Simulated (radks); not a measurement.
Dynamic dipole polarisability and lines of the iron ion Fe23+, [He] 2s1. All-electron calculation, non-relativistic Kohn-Sham, exchange-only LDA, spin-polarised, spherical densities, point nucleus; open shells are filled with parallel spins first. Program: a radial shooting solver on a logarithmic mesh with Libxc functionals. Time-dependent linear response with the Hartree and adiabatic exchange-only LDA kernel, continuum included through the Sternheimer equations. Lines are the poles of the dipole polarisability below minus the highest occupied eigenvalue, found on a grid refined at the orbital gaps; the lowest seven at most are given, and weak or close lines can be missed. The first line takes the name of the lowest orbital gap if no other gap lies below it; otherwise a line is named after a gap within 0.6 % of it, if that gap stands alone.

photon energy (eV),alpha (bohr^3)
0,0.01565
97.636,-0.005151
227.82,-0.0004469
358.00,0.00004252
488.18,0.0002138
618.36,0.0003222
748.54,0.0004353
878.72,0.0006170
1008.9,0.001107
1139.1,0.05713
1269.3,-0.0007403
1399.4,-0.0001272
1529.6,-0.001963
1659.8,0.0001004
1790.0,-0.0004674
1920.2,0.00006766

Lines (eV, oscillator strength): 50.082 (24.76 nm, 2s-2p), f = 0.0519; 1141.3 (1.086 nm, 2s-3p), f = 0.385; 1517.4 (0.8171 nm, 2s-4p), f = 0.0928; 1687.1 (0.7349 nm, 2s-5p), f = 0.0382; 1778.3 (0.6972 nm, 2s-6p), f = 0.0198; 1832.9 (0.6764 nm, unassigned), f = 0.0117; 1868.2 (0.6636 nm, unassigned), f = 0.00751. Higher lines, where found, are left out when the end of the mesh affects them. Those listed give 100 % of the static polarisability (sum of f/w^2). Orbital energy gaps for comparison: 2s-2p 46.689 eV; 2s-3p 1144.8 eV; 2s-4p 1518.5 eV; 2s-5p 1687.6 eV; 2s-6p 1778.6 eV.
